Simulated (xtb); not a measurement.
pyridine (C5H5N), singlet, geometry from GFN2-xTB; GFN2-xTB (xtb).

The xtb input:
```
$ xtb mol.xyz --gfn 2 --chrg 0 --uhf 0 --json

# file mol.xyz
11

N      0.00742982    -0.00202824     1.39890042
C     -0.00729504     0.00199145    -1.37352275
C      0.00593743     1.13226510     0.72050688
C      0.00169873    -1.13434967     0.71724306
C     -0.00577111    -1.19111707    -0.66858228
C     -0.00131259     1.19305082    -0.66514919
H     -0.01303551     0.00355852    -2.45435009
H      0.01080092     2.03373642     1.31980399
H      0.00318739    -2.03755505     1.31394154
H     -0.01026046    -2.14122739    -1.18042206
H     -0.00224565     2.14464139    -1.17425062
```

What the program printed (banner, timings and long lists left out):

```
   ID    Z sym.   atoms
    1    7 N      1
    2    6 C      2-6
    3    1 H      7-11

           -------------------------------------------------
          |                Calculation Setup                |
           -------------------------------------------------

           -------------------------------------------------
          |                 G F N 2 - x T B                 |
           -------------------------------------------------

          ...................................................
          :                      SETUP                      :
          :.................................................:
          :  # basis functions                  29          :
          :  # atomic orbitals                  29          :
          :  # shells                           17          :
          :  # electrons                        30          :
          :  max. iterations                   250          :
          :  Hamiltonian                  GFN2-xTB          :
          :  restarted?                      false          :
          :  GBSA solvation                  false          :
          :  PC potential                    false          :
          :  electronic temp.          300.0000000     K    :
          :  accuracy                    1.0000000          :
          :  -> integral cutoff          0.2500000E+02      :
          :  -> integral neglect         0.1000000E-07      :
          :  -> SCF convergence          0.1000000E-05 Eh   :
          :  -> wf. convergence          0.1000000E-03 e    :
          :  Broyden damping             0.4000000          :
          :  net charge                          0          :
          :  unpaired electrons                  0          :
          ...................................................

 iter      E             dE          RMSdq      gap      omega  full diag
   1    -16.4230294 -0.164230E+02  0.500E+00    3.60       0.0  T
   2    -16.4345553 -0.115259E-01  0.307E+00    3.46       1.0  T
   3    -16.4332271  0.132817E-02  0.715E-01    3.28       1.0  T
   4    -16.4352212 -0.199411E-02  0.260E-01    3.17       1.0  T
   5    -16.4357745 -0.553278E-03  0.727E-02    3.22       1.0  T
   6    -16.4358095 -0.349775E-04  0.269E-02    3.21       1.1  T
   7    -16.4358088  0.650832E-06  0.130E-02    3.21       2.3  T
   8    -16.4358098 -0.996991E-06  0.207E-03    3.21      14.6  T
   9    -16.4358098 -0.324429E-08  0.683E-04    3.21      44.1  T
[...]
         :: total energy             -16.150108427381 Eh    ::
[...]
    10   1 H        0.926     0.035     2.512     2.478
    11   1 H        0.926     0.035     2.512     2.478

 Mol. C6AA /au·bohr⁶  :       1554.611743
 Mol. C8AA /au·bohr⁸  :      37458.403613
 Mol. α(0) /au        :         63.284920

Wiberg/Mayer (AO) data.
largest (>0.10) Wiberg bond orders for each atom

 ---------------------------------------------------------------------------
     #   Z sym  total        # sym  WBO       # sym  WBO       # sym  WBO
 ---------------------------------------------------------------------------
     1   7 N    3.064 --     3 C    1.442     4 C    1.442     2 C    0.104
     2   6 C    3.991 --     6 C    1.443     5 C    1.443     7 H    0.970
                             1 N    0.104
     3   6 C    3.983 --     1 N    1.442     6 C    1.426     8 H    0.964
                             5 C    0.117
     4   6 C    3.983 --     1 N    1.442     5 C    1.426     9 H    0.964
                             6 C    0.117
     5   6 C    3.992 --     2 C    1.443     4 C    1.426    10 H    0.971
                             3 C    0.117
     6   6 C    3.992 --     2 C    1.443     3 C    1.426    11 H    0.971
                             4 C    0.117
     7   1 H    0.999 --     2 C    0.970
     8   1 H    0.999 --     3 C    0.964
     9   1 H    0.999 --     4 C    0.964
    10   1 H    0.999 --     5 C    0.971
    11   1 H    0.999 --     6 C    0.971
 ---------------------------------------------------------------------------

Topologies differ in total number of bonds
Writing topology from bond orders to xtbtopo.mol

molecular dipole:
                 x           y           z       tot (Debye)
 q only:       -0.002       0.001      -0.413
   full:       -0.004       0.001      -0.827       2.101
molecular quadrupole (traceless):
                xx          xy          yy          xz          yz          zz
 q only:       -1.279       0.007       2.431       0.001       0.005      -1.151
  q+dip:       -3.689       0.016       5.059       0.012       0.009      -1.370
   full:       -1.025       0.009       3.997      -0.010       0.010      -2.972

           -------------------------------------------------
          | TOTAL ENERGY              -16.150108427381 Eh   |
          | GRADIENT NORM               0.000040926005 Eh/α |
          | HOMO-LUMO GAP               3.211079670313 eV   |
           -------------------------------------------------

normal termination of xtb
```
